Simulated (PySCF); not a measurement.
Rigid-rotor lines calculated for a species of formula C9H11N (commonest isotopes; PBE0-D3(BJ)/def2-SVP geometry optimisation, gas phase in PySCF 2.14.0), labelled J(Ka,Kc):

```
     transition     MHz
1(1,1) ← 0(0,0)  3056.9
2(1,1) ← 1(1,0)  3638.4
2(1,2) ← 1(1,1)  3259.1
2(0,2) ← 1(0,1)  3429.9
1(0,1) ← 0(0,0)  1724.4
```

Problem. Find the rotational constants.

Solution. 1(0,1) ← 0(0,0) is B + C, 2(1,1) ← 1(1,0) is 3B + C and 2(1,2) ← 1(1,1) is B + 3C, so B − C is half the difference of the last two, 189.7 MHz. 1(1,1) ← 0(0,0) is A + C. A = 2289.6, B = 957.0, C = 767.4 MHz.

Problem. What moments of inertia, asymmetry and inertial defect follow?

Solution. I = 505379 MHz·u·Å² over each constant: Ia = 220.73, Ib = 528.07, Ic = 658.60 u·Å²; κ = (2B − A − C)/(A − C) = -0.751 (asymmetric top); Δ = Ic − Ia − Ib = -90.21 u·Å².

Problem. Which dipole components do these lines need?

Solution. μa and μb (a-type: ΔKa even, ΔKc odd; b-type: both odd). The calculation gives |μa| = 4.99 D, |μb| = 1.08 D, |μc| = 0.99 D.

Problem. Where do these fall, and of which type are they? 2(1,2) ← 1(0,1); 1(1,1) ← 1(0,1); 2(2,1) ← 1(1,1); 2(2,0) ← 2(1,1); 1(1,0) ← 0(0,0).

Solution. 
| transition | MHz | type | branch |
| --- | --- | --- | --- |
| 1(1,1) ← 1(0,1) | 1333 | c | Q |
| 1(1,0) ← 0(0,0) | 3247 | c | R |
| 2(2,0) ← 2(1,1) | 4016 | b | Q |
| 2(1,2) ← 1(0,1) | 4592 | b | R |
| 2(2,1) ← 1(1,1) | 7826 | c | R |

Problem. Which structure gave them?

Solution. `N#CC1=C=CCCCCC1`, point group C1. Three constants can't fix a structure by themselves; this is the one that was computed:
```
atom  x, y, z in Å
N1     1.568    3.918    1.488
C2     1.252    3.003    0.848
C3     0.912    1.857    0.061
C4    -0.304    1.660   -0.412
C5    -1.386    1.051   -0.818
C6    -1.944   -0.082    0.012
C7    -1.078   -1.341   -0.139
C8     0.387   -1.222    0.310
C9     1.386   -0.539   -0.653
C10    1.968    0.788   -0.171
H11   -1.806    1.256   -1.810
H12   -2.979   -0.303   -0.291
H13   -1.975    0.213    1.072
H14   -1.556   -2.142    0.449
H15   -1.107   -1.683   -1.189
H16    0.742   -2.249    0.493
H17    0.421   -0.727    1.297
H18    2.238   -1.215   -0.830
H19    0.918   -0.393   -1.640
H20    2.495    0.642    0.788
H21    2.727    1.155   -0.882
```

The values belong to one conformer (point group C1) with, in the numbering `[N:1]#[C:2][C:3]1=[C:4]=[CH:5][CH2:6][CH2:7][CH2:8][CH2:9][CH2:10]1`, C4–C5–C6–C7 -74°, C5–C6–C7–C8 61°, C6–C7–C8–C9 -79°, C7–C8–C9–C10 114°. No frequency check. Constants of a rigid frame at the computed geometry: no zero-point averaging, no centrifugal distortion. Quadrupole hyperfine structure (14N) is left out.
